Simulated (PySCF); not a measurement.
Cl3OSi, SMILES Cl[Si]([O])(Cl)Cl (connectivity only; charge and spin as stated), charge -1, multiplicity 1.

Coordinates come from a B3LYP-D3(BJ)/def2-SVPD optimisation. The multiplicity is an assumed one; other spin states were not compared. The isomer is the one that the SMILES or the coordinates give; other isomers of the formula were not compared.

Computed with B3LYP-D3(BJ)/def2-SVPD in PySCF.

Frequencies are harmonic and unscaled.

Modes within 1.5 cm⁻¹ of each other (mostly degenerate sets) share a row, with their intensities summed.

### Question
Estimate the vibrational spectrum. (An estimate is asked for; the answer gives what the named calculation found.)

### Answer

```json
[
 {"mode": "1–2", "ν (cm⁻¹)": "151", "IR (km/mol)": "1.3", "moving atoms (share of kinetic energy)": "Cl 83 %, O 14 %"},
 {"mode": "3", "ν (cm⁻¹)": "217", "IR (km/mol)": "0.3", "moving atoms (share of kinetic energy)": "Cl 68 %, Si 20 %, O 12 %"},
 {"mode": "4–5", "ν (cm⁻¹)": "270", "IR (km/mol)": "24.0", "moving atoms (share of kinetic energy)": "O 50 %, Cl 45 %"},
 {"mode": "6", "ν (cm⁻¹)": "408", "IR (km/mol)": "15.3", "moving atoms (share of kinetic energy)": "Cl 61 %, Si 22 %, O 17 %"},
 {"mode": "7–8", "ν (cm⁻¹)": "480", "IR (km/mol)": "486.7", "moving atoms (share of kinetic energy)": "Si 71 %, Cl 27 %"},
 {"mode": "9", "ν (cm⁻¹)": "1153", "IR (km/mol)": "190.7", "moving atoms (share of kinetic energy)": "O 61 %, Si 39 %"}
]
```
